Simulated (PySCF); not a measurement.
# Working out the ionisation energy of P⁺

P⁺ [Ne] 3s2 3p2 (3P) → P²⁺ [Ne] 3s2 3p1 (2P). Calculation: PySCF 2.14, in an even-tempered Gaussian basis (22 s from 0.01 bohr⁻², ratio 2.5; 15 p from 0.013 bohr⁻², ratio 2.5; 6 d from 0.46 bohr⁻², ratio 2.7; 5 f from 0.69 bohr⁻², ratio 2.7); the spin-free X2C one-electron Hamiltonian (Gaussian nucleus). Frozen: 1s2; the 23 highest virtual orbitals dropped. Energies in hartree (1 hartree = 27.21139 eV):

```
             part   P⁺ (lower)  P²⁺ (upper)
              UHF  -341.172129  -340.468334
MP2 opposite-spin    -0.281160    -0.272887
    MP2 same-spin    -0.095437    -0.088153
```

What does Hartree-Fock give?

(-340.468334) − (-341.172129) = 0.703795 hartree = 19.151 eV.

What do MP2 and SCS-MP2 (6/5 opposite-spin, 1/3 same-spin) give?

The opposite-spin parts differ by 0.225 eV and the same-spin parts by 0.198 eV. MP2: 19.151 + (0.225) + (0.198) = 19.574 eV. SCS-MP2: 19.151 + 1.2 × (0.225) + (0.198)/3 = 19.487 eV.

A first-order spin-orbit estimate adds -0.007 eV to MP2 (outer shells), giving 19.567 eV against 19.769 eV (semi-empirical (NIST evaluation); NIST Atomic Spectra Database, ionization energies).

What remains against the reference includes basis incompleteness, the frozen core and correlation beyond second order.
